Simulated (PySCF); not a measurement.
hexafluoroacetone (C₃F₆O), SMILES O=C(C(F)(F)F)C(F)(F)F.

The structure is a stationary point at PBE-D3(BJ)/def2-SVP.

Calculation: r2SCAN/def2-SVP in PySCF.

Symmetry labels are those of the subgroup C2 that the program uses (full group C2).

Computed valence orbital energies around the gap with their symmetry:
| orbital | symmetry | energy (eV) |
|---|---|---|
| HOMO−7 | B | -11.54 |
| HOMO−6 | A | -11.36 |
| HOMO−5 | A | -11.32 |
| HOMO−4 | B | -11.17 |
| HOMO−3 | B | -10.99 |
| HOMO−2 | A | -10.88 |
| HOMO−1 | B | -10.85 |
| HOMO | B | -7.90 |
| LUMO | B | -3.89 |
| LUMO+1 | A | 1.34 |
| LUMO+2 | A | 2.70 |
| LUMO+3 | A | 3.19 |
